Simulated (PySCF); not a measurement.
Radial density of Li (lithium, neutral)

r2SCAN0, [He] 2s1, 2S determinant. Computed with PySCF 2.14 in aug-cc-pVTZ (5s4p3d2f, 46 functions), with the non-relativistic Hamiltonian (point nucleus).

```csv
r (bohr),4πr²ρ (e/bohr),4πr²(ρα − ρβ)
0.00985,0.01587,0.0003
0.0166,0.04304,0.0008
0.0279,0.1139,0.0022
0.0469,0.2877,0.0055
0.0788,0.6743,0.0127
0.133,1.392,0.0254
0.223,2.342,0.0392
0.375,2.831,0.0371
0.631,2.021,0.0075
1.06,0.6380,0.0072
1.78,0.1897,0.1379
3.00,0.2788,0.2782
5.05,0.1407,0.1407
8.49,0.01094,0.0109
14.3,2.087e-05,0.0000
```
